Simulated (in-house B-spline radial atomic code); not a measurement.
Br7+: [Ar] 3d10

Computed with a B-spline radial code for spherical atoms: non-relativistic PBE0, spin-polarised, spherical fractional occupations, exact exchange averaged over the configuration, point nucleus.

Z_r = [3n² - l(l+1)]/(2<r>); Z_e = n√(-2ε); the last column is Slater's effective charge. Values are occupation-weighted means over spin.

```tsv
shell	electrons	ε (eV)	<r> (bohr)	Z_r	Z_e	Slater
1s	2	-13263	0.04368	34.34	31.22	34.70
2s	2	-1816	0.1935	31.01	23.11	30.85
2p	6	-1646.8	0.1671	29.92	22.00	30.85
3s	2	-348.59	0.5594	24.13	15.19	23.75
3p	6	-288.8	0.5644	22.15	13.82	23.75
3d	10	-182.08	0.5727	18.33	10.97	13.85
```

The least bound orbital is 3d at -182.1 eV, and it is also the most diffuse (<r> = 0.5727 bohr).
